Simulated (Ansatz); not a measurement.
Computed with Ansatz on PBE0-D4/def2-TZVP structures; ΔE is electronic, products minus reactants. CCSD(T)/CBS is the MP2 limit (def2-TZVPP, def2-QZVPP) plus CCSD(T) − MP2 in def2-TZVPP, frozen cores. This one scheme is used for every species. DFT in def2-TZVPP. B3LYP here is the variant with VWN-RPA as its local correlation; programs differ in this. HSE06 is defined as in plane-wave codes.

Reaction (formal exchange of groups at a B–F bond): `CC1=CC(C)=[O+][B-](C)(F)O1` + CH₄ → `CC1=CC(C)=[O+][B-](C)(C)O1` + H–F

`CC1=CC(C)=[O+][B-](C)(F)O1`:

Z-matrix (Å, degrees):
```
C
C 1 1.486
H 1 1.093 2 108.8
H 1 1.092 2 109.3 3 116.6
H 1 1.088 2 112.1 3 -121.3
O 2 1.277 1 115.6 3 -64.0
C 2 1.389 1 122.3 3 117.8
B 6 1.530 2 121.3 1 167.7
C 7 1.389 2 118.5 1 171.9
H 7 1.079 2 120.6 1 -1.2
F 8 1.382 6 106.1 2 -82.9
O 8 1.530 6 106.6 2 29.8
C 8 1.582 6 110.6 2 150.2
C 9 1.486 7 122.3 2 -171.9
H 13 1.094 8 112.5 6 -59.0
H 13 1.093 8 110.6 6 61.6
H 13 1.093 8 110.6 6 -179.5
H 14 1.088 9 112.1 7 3.4
H 14 1.092 9 109.3 7 125.5
H 14 1.093 9 108.8 7 -117.9
```

CH₄:

Z-matrix (Å, degrees):
```
C
H 1 1.090
H 1 1.090 2 109.5
H 1 1.090 2 109.5 3 -120.0
H 1 1.090 2 109.5 3 120.0
```

`CC1=CC(C)=[O+][B-](C)(C)O1`:

Z-matrix (Å, degrees):
```
C
C 1 1.488
H 1 1.092 2 109.2
H 1 1.093 2 109.0 3 116.7
H 1 1.088 2 112.1 3 -121.9
O 2 1.272 1 115.7 3 -54.3
C 2 1.392 1 122.0 3 123.4
B 6 1.550 2 121.2 1 -168.8
C 7 1.392 2 118.3 1 -168.2
H 7 1.079 2 120.5 1 1.6
C 8 1.590 6 108.3 2 -147.0
O 8 1.550 6 105.5 2 -31.2
C 8 1.600 6 108.2 2 84.4
C 9 1.488 7 122.0 2 168.2
H 11 1.095 8 112.4 6 57.0
H 11 1.094 8 111.0 6 -63.5
H 11 1.094 8 111.1 6 177.4
H 13 1.097 8 113.2 6 -56.9
H 13 1.095 8 110.8 6 63.7
H 13 1.094 8 110.9 6 -177.6
H 14 1.088 9 112.1 7 -1.4
H 14 1.093 9 109.0 7 120.0
H 14 1.092 9 109.2 7 -123.3
```

H–F:

Z-matrix (Å, degrees):
```
F
H 1 0.920
```

```
             level  ΔE (kJ/mol)  difference from CCSD(T)/CBS
            PBE-D4        152.3                          1.9
         revPBE-D4        145.0                         -5.4
         r2SCAN-D4        165.8                         15.4
           PBE0-D4        153.9                          3.5
          HSE06-D4        154.1                          3.7
            B2PLYP        166.5                         16.1
            revPBE        161.4                         11.0
              BLYP        174.5                         24.1
             B3LYP        174.0                         23.6
             HSE06        160.3                          9.9
       HF/def2-SVP        199.7                         49.3
     CCSD/def2-SVP        177.4                         27.0
SCS-MP2/def2-TZVPP        155.3                          4.9
CCSD(T)/def2-TZVPP        154.6                          4.2
      HF/CBS(def2)        187.4                         37.0
    CCSD/CBS(def2)        154.3                          3.9
       CCSD(T)/CBS        150.4                            0
```

Largest T1 diagnostic among the species: 0.016.

In def2-TZVPP, CCSD(T) changes the Hartree–Fock value by −33.5 kJ/mol (the triples alone add −3.9 kJ/mol) and MP2 by −39.9 kJ/mol. Leaving LDA and LC-ωPBE aside and taking each functional with its dispersion term where it has one, the values, not all of them listed here, spread over 25.2 kJ/mol, from revPBE-D4 to B97M-V. LDA lies −4.2 kJ/mol from PBE without D4.

CCSD(T)/CBS has its own doubt, a few kJ/mol and more with outer-core shells, so smaller differences from it don't rank the levels.
